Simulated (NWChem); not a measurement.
CH3ClSn, singlet; SMILES [CH3][Sn][Cl]

```xyz
6

Sn    -0.3646     0.4790     0.0010
Cl     0.2810    -1.8362    -0.0011
C      1.7072     1.2057     0.0013
H      1.7630     2.3050     0.0075
H      2.2284     0.8187    -0.8899
H      2.2324     0.8080     0.8853
```
Atoms are numbered in this order, from 1.

Level: PBE0/def2-SVP with def2 effective core potentials on Sn (NWChem), optimised geometry, unscaled harmonic frequencies. Low-valent species are run as closed-shell singlets; no triplet was tried in these runs. def2 effective core potentials on Sn; no spin-orbit coupling.

| frequency (cm⁻¹) | IR intensity (km/mol) |
|---|---|
| 41 | 0.2 |
| 145 | 2.7 |
| 350 | 55.5 |
| 485 | 47.5 |
| 564 | 0.0 |
| 686 | 12.3 |
| 1179 | 7.1 |
| 1410 | 6.0 |
| 1412 | 11.2 |
| 3045 | 3.2 |
| 3155 | 3.1 |
| 3172 | 6.9 |

| Item | Value |
|---|---|
| zero-point energy | 22.4 kcal/mol |
| thermal correction to the enthalpy at 298.15 K (with zero-point energy) | 26.2 kcal/mol |
| heat capacity Cv | 15.1 cal/(mol K) |
| entropy at 298.15 K and 1 atm (symmetry number 1) | 78.3 cal/(mol K) |

Rigid rotor and harmonic oscillator; modes under 100 cm⁻¹ make the entropy uncertain.
